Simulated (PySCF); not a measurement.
A side-by-side comparison of computed properties.

First species: C5H11NSi.
Atom-mapped SMILES: `[CH3:1][NH:2][C@H:3]1[CH:4]=[CH:5][CH2:6][SiH2:7]1` (hydrogens: H8, H9, H10 on C1; H11 on N2; H12 on C3; H13 on C4; H14 on C5; H15, H16 on C6; H17, H18 on Si7)

Structure used (GFN2-xTB), in Å, numbered top down from 1:
```xyz
18
C5H11NSi angstrom
C      2.6669   -0.3170   -0.1655
N      1.3832   -0.7150    0.3749
C      0.3647    0.3319    0.3831
C     -0.2205    0.6309   -0.9738
C     -1.5196    0.4700   -1.1583
C     -2.3778    0.0389   -0.0059
Si    -1.1518   -0.1831    1.4427
H      3.0498    0.5127    0.4301
H      3.3577   -1.1551   -0.0754
H      2.6415   -0.0014   -1.2185
H      1.0294   -1.5177   -0.1369
H      0.8538    1.2306    0.7755
H      0.4437    0.9374   -1.7702
H     -1.9970    0.6475   -2.1128
H     -2.9187   -0.8731   -0.2659
H     -3.1397    0.7963    0.1873
H     -1.4237    0.7382    2.5488
H     -1.0504   -1.5655    1.9092
```

Second species: C4H5N3Si.
SMILES with atom numbers: `[N:1]#[C:2][c:3]1[cH:4][n:5]([SiH3:6])[cH:7][n:8]1` (hydrogens: H9 on C4; H10, H11, H12 on Si6; H13 on C7)

Levels: CAM-B3LYP/def2-SVPD for HOMO energy, LUMO energy, HOMO–LUMO gap and static isotropic polarisability; TDDFT CAM-B3LYP/def2-SVPD for lowest singlet excitation; TDA CAM-B3LYP/def2-SVPD for lowest triplet excitation (Tamm–Dancoff). Geometries: GFN2-xTB. Each structure is a single optimised conformer of the isolated species, non-relativistic unless stated. Electronic properties by PySCF.

```csv
property,column X,column Y
HOMO energy,-7.49 eV,-8.69 eV
LUMO energy,1.20 eV,0.13 eV
HOMO–LUMO gap,8.69 eV,8.82 eV
lowest singlet excitation,5.59 eV,6.04 eV
lowest triplet excitation (Tamm–Dancoff),4.43 eV,4.06 eV
static isotropic polarisability,91.5 au,87.9 au
```

(1) Which column belongs to which species?

(2) How does each property change from the first species to the second?

Answers

(1) Column X is the first species and column Y the second. The first has 18 atoms and 62 electrons, the second 13 and 64.

(2) HOMO energy -1.20 eV; LUMO energy -1.07 eV; HOMO–LUMO gap +0.13 eV; lowest singlet excitation +0.45 eV; lowest triplet excitation (Tamm–Dancoff) -0.37 eV; static isotropic polarisability -3.6 au.

On the first: The vertical singlet–triplet gap S1 − T1 is 1.16 eV (TDDFT singlet less Tamm–Dancoff triplet; S1: HOMO→LUMO, weight 0.58, beside HOMO→LUMO+1, weight 0.34; T1: HOMO−1→LUMO+1, weight 0.28, beside HOMO−1→LUMO+2, weight 0.21). In wavenumbers S1 is 45100 cm⁻¹ (1 eV = 8065.54 cm⁻¹).

On the second: The vertical singlet–triplet gap S1 − T1 is 1.98 eV (TDDFT singlet less Tamm–Dancoff triplet; S1: HOMO→LUMO, weight 0.92; T1: HOMO→LUMO, weight 0.90). S1 lies 2.78 eV below the HOMO–LUMO gap; its leading configuration is HOMO→LUMO, weight 0.92.
